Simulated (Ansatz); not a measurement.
A first, cheap relaxation of `OCB(O)O`.

```yaml
crystal:
  periodic: [false, false, false]
  atoms:
    - {symbol: O, position_ang: [-1.472200, 0.598500, -0.661500]}
    - {symbol: C, position_ang: [-0.815500, 0.017900, 0.359400]}
    - {symbol: B, position_ang: [0.584400, -0.440100, -0.178900]}
    - {symbol: O, position_ang: [1.086300, -0.190900, -1.555300]}
    - {symbol: O, position_ang: [1.536600, -1.135000, 0.723400]}
    - {symbol: H, position_ang: [-2.395500, 0.923200, -0.286800]}
    - {symbol: H, position_ang: [-1.340800, -0.871200, 0.721400]}
    - {symbol: H, position_ang: [-0.630700, 0.747100, 1.197800]}
    - {symbol: H, position_ang: [1.460000, 0.700800, -1.494200]}
    - {symbol: H, position_ang: [2.070500, -0.401500, 1.177600]}
basis:
  gaussian: {orbitals: def2-SVP}
hamiltonian: {xc: pbe, dispersion: d4}
relax: {f_tol: 0.03, max_steps: 200}
```

```sh
$ ansatz run in.yaml --threads 4 --pin off --events-out ev --progress --plain --max-ram 10444MiB
```

It prints (some lines left out):

```
Functional definition: PBE
mean field -7921.72818717 eV, -291.1181413384 hartree, gradient 5.8e-5 eV, S^2 0.000000; 0 other end points of the search recorded, 0 dependent functions left out
relax step   1: F+E_penalty+E_count = -7921.87666307 eV  Δ(F+E_penalty+E_count) = +0.000e0 eV  max|allowed force component| = 4.335e0 eV/Å  Δτ_max = 0.0000 Å  (27 SCF iters, accepted)
mean field -7922.27888101 eV, -291.1383789636 hartree, gradient 1.4e-5 eV, S^2 0.000000; 0 other end points of the search recorded, 0 dependent functions left out
relax step   2: F+E_penalty+E_count = -7922.42703159 eV  Δ(F+E_penalty+E_count) = -5.504e-1 eV  max|allowed force component| = 2.100e0 eV/Å  Δτ_max = 0.1595 Å  (36 SCF iters, accepted)
mean field -7922.50812425 eV, -291.1468034971 hartree, gradient 1.6e-5 eV, S^2 0.000000; 0 other end points of the search recorded, 0 dependent functions left out
relax step   3: F+E_penalty+E_count = -7922.65623460 eV  Δ(F+E_penalty+E_count) = -2.292e-1 eV  max|allowed force component| = 3.159e0 eV/Å  Δτ_max = 0.1958 Å  (36 SCF iters, accepted)
mean field -7922.84085663 eV, -291.1590311869 hartree, gradient 1.5e-5 eV, S^2 0.000000; 0 other end points of the search recorded, 0 dependent functions left out
relax step   4: F+E_penalty+E_count = -7922.98967412 eV  Δ(F+E_penalty+E_count) = -3.334e-1 eV  max|allowed force component| = 2.513e0 eV/Å  Δτ_max = 0.2000 Å  (35 SCF iters, accepted)
mean field -7923.20627678 eV, -291.1724601295 hartree, gradient 1.4e-5 eV, S^2 0.000000; 0 other end points of the search recorded, 0 dependent functions left out
relax step   5: F+E_penalty+E_count = -7923.35536725 eV  Δ(F+E_penalty+E_count) = -3.657e-1 eV  max|allowed force component| = 1.545e0 eV/Å  Δτ_max = 0.2000 Å  (34 SCF iters, accepted)
mean field -7923.51283783 eV, -291.1837260403 hartree, gradient 1.5e-5 eV, S^2 0.000000; 0 other end points of the search recorded, 0 dependent functions left out
relax step   6: F+E_penalty+E_count = -7923.66244682 eV  Δ(F+E_penalty+E_count) = -3.071e-1 eV  max|allowed force component| = 7.157e-1 eV/Å  Δτ_max = 0.1996 Å  (34 SCF iters, accepted)
mean field -7923.65495195 eV, -291.1889486378 hartree, gradient 1.4e-5 eV, S^2 0.000000; 0 other end points of the search recorded, 0 dependent functions left out
relax step   7: F+E_penalty+E_count = -7923.80482340 eV  Δ(F+E_penalty+E_count) = -1.424e-1 eV  max|allowed force component| = 3.650e-1 eV/Å  Δτ_max = 0.2000 Å  (34 SCF iters, accepted)
mean field -7923.67864015 eV, -291.1898191633 hartree, gradient 1.7e-5 eV, S^2 0.000000; 0 other end points of the search recorded, 0 dependent functions left out
relax step   8: F+E_penalty+E_count = -7923.82916289 eV  Δ(F+E_penalty+E_count) = -2.434e-2 eV  max|allowed force component| = 2.401e-1 eV/Å  Δτ_max = 0.0848 Å  (28 SCF iters, accepted)
mean field -7923.68830760 eV, -291.1901744356 hartree, gradient 1.1e-5 eV, S^2 0.000000; 0 other end points of the search recorded, 0 dependent functions left out
relax step   9: F+E_penalty+E_count = -7923.83920484 eV  Δ(F+E_penalty+E_count) = -1.004e-2 eV  max|allowed force component| = 9.871e-2 eV/Å  Δτ_max = 0.1115 Å  (28 SCF iters, accepted)
mean field -7923.68979297 eV, -291.1902290219 hartree, gradient 1.4e-5 eV, S^2 0.000000; 0 other end points of the search recorded, 0 dependent functions left out
relax step  10: F+E_penalty+E_count = -7923.84060145 eV  Δ(F+E_penalty+E_count) = -1.397e-3 eV  max|allowed force component| = 6.496e-2 eV/Å  Δτ_max = 0.0237 Å  (30 SCF iters, accepted)
mean field -7923.69017127 eV, -291.1902429239 hartree, gradient 1.4e-5 eV, S^2 0.000000; 0 other end points of the search recorded, 0 dependent functions left out
relax step  11: F+E_penalty+E_count = -7923.84095362 eV  Δ(F+E_penalty+E_count) = -3.522e-4 eV  max|allowed force component| = 2.109e-2 eV/Å  Δτ_max = 0.0121 Å  (29 SCF iters, accepted)
mean field -7923.69017127 eV, -291.1902429239 hartree, gradient 1.4e-5 eV, S^2 0.000000; 1 other end points of the search recorded, 0 dependent functions left out
Total energy: -7923.84098404 eV, -291.1957851912 hartree
Atom 0 at    -1.276853     0.689427    -0.796474 Å, force    -0.007544     0.001345     0.008416 eV/Å
Atom 1 at    -0.773731     0.070771     0.392645 Å, force     0.021087    -0.004211    -0.003304 eV/Å
Atom 2 at     0.754680    -0.273013     0.097157 Å, force     0.003672    -0.004435     0.004969 eV/Å
Atom 3 at     1.273671     0.076246    -1.119091 Å, force    -0.010675    -0.001861     0.010181 eV/Å
Atom 4 at     1.517196    -0.899825     1.044983 Å, force    -0.002938     0.003529    -0.003773 eV/Å
Atom 5 at    -2.206336     0.941427    -0.661679 Å, force    -0.001685     0.002034    -0.004222 eV/Å
Atom 6 at    -1.330751    -0.861260     0.659530 Å, force    -0.001627     0.002599    -0.004407 eV/Å
Atom 7 at    -0.843707     0.740052     1.285840 Å, force    -0.002834     0.000385    -0.003914 eV/Å
Atom 8 at     0.543380     0.504609    -1.619007 Å, force     0.000185     0.001023    -0.005104 eV/Å
Atom 9 at     2.425550    -1.039634     0.718995 Å, force     0.002361    -0.000407     0.001158 eV/Å
Dipole moment:    -0.277434     0.093115     0.012129 e Å
```

Run time 11 s (4 threads of an Intel Xeon Platinum 8259CL on a shared host); peak host memory 0.15 GiB.
